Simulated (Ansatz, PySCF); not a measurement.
C₂H₇BN₂O, SMILES C/C=N/B(N)O. Atoms are numbered in the order given.

```xyz
13

C      2.7132     0.1113     0.2962
C      1.2396    -0.0706     0.4625
N      0.3914     0.2514    -0.4166
B     -1.0450     0.0659    -0.2782
N     -1.6132    -1.2175    -0.1619
O     -1.8735     1.1601    -0.2928
H      3.1114     0.7696     1.0863
H      2.9351     0.5428    -0.6890
H      3.2339    -0.8549     0.4035
H      0.9336    -0.5192     1.4360
H     -1.0647    -2.0627    -0.2029
H     -2.6131    -1.3615    -0.1831
H     -1.3661     1.9661    -0.4238
```

Geometry optimised at PBE0-D3(BJ)/def2-SVP. The structure was generated by enumeration; whether it is a known compound was not checked. Other conformers were not sampled.

Two levels are set side by side: PBE-D3(BJ)/def2-SVP (Ansatz, a program for electronic structure) and PBE0-D3(BJ)/def2-SVP (Ansatz). Each level has its own optimised geometry; the coordinates shown are those of the second. Frequencies come from the Hessian of PySCF at each geometry. Differences are taken from unrounded values.

| quantity | PBE0-D3(BJ) | PBE-D3(BJ) | PBE-D3(BJ) minus PBE0-D3(BJ) |
|---|---|---|---|
| mean bond length (Å) | 1.199 | 1.209 | 0.009 |
| bond C1–C2 (Å) | 1.494 | 1.502 | 0.008 |
| bond C2–N3 (Å) | 1.263 | 1.275 | 0.012 |
| bond N3–B4 (Å) | 1.455 | 1.461 | 0.006 |
| bond B4–N5 (Å) | 1.408 | 1.417 | 0.009 |
| bond B4–O6 (Å) | 1.373 | 1.385 | 0.012 |
| bond C1–H7 (Å) | 1.103 | 1.112 | 0.009 |
| bond C1–H8 (Å) | 1.098 | 1.106 | 0.008 |
| bond C1–H9 (Å) | 1.103 | 1.111 | 0.009 |
| bond C2–H10 (Å) | 1.115 | 1.125 | 0.010 |
| bond N5–H11 (Å) | 1.008 | 1.017 | 0.008 |
| bond N5–H12 (Å) | 1.010 | 1.019 | 0.009 |
| bond O6–H13 (Å) | 0.961 | 0.973 | 0.011 |
| highest harmonic wavenumber (cm⁻¹) | 3929 | 3759 | -170 |
| mean harmonic wavenumber (cm⁻¹) | 1402 | 1353 | -49 |
| zero-point energy (kcal/mol) | 66.15 | 63.82 | -2.32 |

GGA bonds tend to be longer and softer than those of functionals with exact exchange. Differences between two approximate levels are no errors against the true value.
